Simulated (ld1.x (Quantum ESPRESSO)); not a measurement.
# Configuration tests for oxygen (O) (RRKJ)

| Item | Value |
| --- | --- |
| Element | oxygen (O) |
| Generator | ld1.x (Quantum ESPRESSO) 7.5 |
| Type | norm-conserving RRKJ (Kleinman–Bylander form) |
| Functional | Wu–Cohen |
| Relativity | scalar-relativistic |
| Frozen core | [He] |
| Valence charge | 6 |
| Reference configuration | 2s2 2p2 (charge +2) |
| Partial waves | 2s (bound): rc 0.80 bohr; 2p (bound): rc 1.65 bohr |
| Local potential | all-electron potential smoothed inside 0.95 bohr (lloc = -2) |
| Core correction | a·sin(br)/r model core inside 0.50 bohr |
| rho0 | 0.005 |

Energies are relative to the spin-unpolarised reference configuration 2s2 2p2; without spin polarisation the order of configurations can differ from experiment.

| valence configuration | charge | ΔE all-electron (eV) | error AE − PS (meV) |
| --- | --- | --- | --- |
| 2s2 2p4 | 0 | -49.980 | +333 |
| 2s2 2p1 | +3 | 53.845 | +349 |
| 2s2 2p0 | +4 | 130.659 | +1928 |
| 2s2 2p3.5 | +0.5 | -43.706 | +254 |
| 2s1 2p5 | 0 | -35.136 | +644 |

What are ΔE and the potential's error for 2s2 2p3?

ΔE = -33.571 eV all-electron; the error (AE − PS) is +149 meV.

What are ΔE and the potential's error for 2s1 2p4?

ΔE = -18.451 eV all-electron; the error (AE − PS) is +399 meV.

Levels in the configuration 2s2 2p4:

```tsv
level	all-electron (eV)	pseudo (eV)
2s	-23.827	-23.642
2p	-9.002	-9.121
```
